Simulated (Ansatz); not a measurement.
Energy needed to pull apart AlBH4Te (SMILES B[Te][AlH2]), closed shell, into free ground-state atoms, from the structure below (displaced at random from a GFN2-xTB minimum); no zero-point or spin–orbit terms; open-shell atoms are treated unrestricted, in their ground-state multiplicity.

```
7
angstrom
B -1.2440 -0.6548 -0.5526
Te -0.2899 0.8317 -1.6001
Al 1.2101 0.7137 0.4177
H -2.2517 -1.0775 -1.0266
H -0.8296 -0.9795 0.5969
H 2.4975 -0.1231 0.4585
H 0.7894 1.2895 1.7111
```

Computed with Ansatz 0.2.0 (basis: def2-TZVPP); correlated methods freeze the cores. Filled d shells of the heavier atoms are correlated. Core potentials replace the inner electrons of the atoms past krypton. The def2 sets are not built for correlating such inner shells, so the correlated values are less sure here.

| method | atomization energy (kcal/mol) |
| --- | --- |
| PBE-D4 | 451.6 |
| r2SCAN-D4 | ? |
| PBE0-D4 | ? |
| r2SCAN0-D4 | 450.7 |
| HSE06-D4 | 449.3 |
| wB97M-V | 450.6 |
| HF | 339.1 |
| MP2 | 444.2 |
| CCSD | 434.3 |
| CCSD(T) | 441.2 |

**Question.** What does r2SCAN-D4 give? (Judge from chemistry; the value comes from the calculation.)

**Answer.** By the calculation: 454.8 kcal/mol, which is about 13.6 kcal/mol more than CCSD(T)/def2-TZVPP.

**Question.** What does PBE0-D4 give? (An estimate is asked for; the value comes from the calculation.)

**Answer.** The calculation gives: 449.2 kcal/mol, which is about 8.0 kcal/mol more than CCSD(T)/def2-TZVPP.

In triple zeta the MP2 and coupled-cluster atomization energies are still short of their basis limit by a few kcal/mol a bond, whereas those of the functionals are nearly converged, so these differences are not deviations from converged CCSD(T).

T1 diagnostic: at most 0.016.

For scale, one of the runs: CCSD(T)/def2-TZVPP forces, 179 basis functions (an equivalent command: `ansatz run in.yaml --threads 4`). Time: 2.8 min of wall clock on 4 CPU threads; the host was shared. Peak host memory: 3.4 GiB.
